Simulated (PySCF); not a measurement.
CdS, SMILES [S]=[Cd].

Geometry optimised at B3LYP-D3(BJ)/def2-TZVPD. The def2 effective core potentials stand for the cores of Cd; spin–orbit coupling is left out.

These are PySCF with IEF-PCM-PBE0/def2-TZVPD values and carry that method's errors.

The values are the electrostatic part of the solvation free energy, E(continuum) − E(gas) at the gas-phase geometry, in a cavity of scaled van der Waals radii (PySCF's table); cavitation and dispersion terms are not included. A continuum can't describe solvent molecules that bind to the metal. In vacuum the orbital gap is 2.08 eV. The dipole moment in vacuum is 6.19 D.

| solvent | ε | ΔG(elec) (kcal/mol) | dipole (D) | gap (eV) |
|---|---|---|---|---|
| water | 78.36 | -33.7 | 12.52 | 3.61 |
| N,N-dimethylformamide | 37.22 | -32.7 | 12.35 | 3.56 |
| tetrahydrofuran | 7.43 | -25.9 | 11.17 | 3.22 |
